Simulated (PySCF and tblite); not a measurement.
The numbers below are computed, except where a source is named.
System: C₆H₈O₂, numbered as in [CH2:1]=[C:2]([CH3:3])/[CH:4]=[CH:5]/[C:6](=[O:7])[OH:8].

The path came from a restrained scan, a climbing-image band and a saddle search at GFN2-xTB; energies are CAM-B3LYP/pcSseg-1 + D3(BJ)//PBE0-D3(BJ)/def2-SVP, thermal terms GFN2-xTB. Rates follow Eyring's equation with the number of equivalent paths and no tunnelling. Run with tblite and PySCF.

Tunnelling of the moving H, left out here, will speed the real process. In real samples such hydrogens mostly exchange between molecules or through solvent, far faster than by this path.

Q: Estimate the barrier and the room-temperature rate of the shift of H on O8 from O8 to O7.

A: The electronic barrier is 33.8 kcal/mol and ΔG‡(298 K) 30.8 kcal/mol, over a Cs saddle with an imaginary mode of 1778i cm⁻¹ (GFN2-xTB). With 1 equivalent path, k is 1.8×10⁻¹⁰ s⁻¹. The end lies 0.7 kcal/mol above the start in free energy.
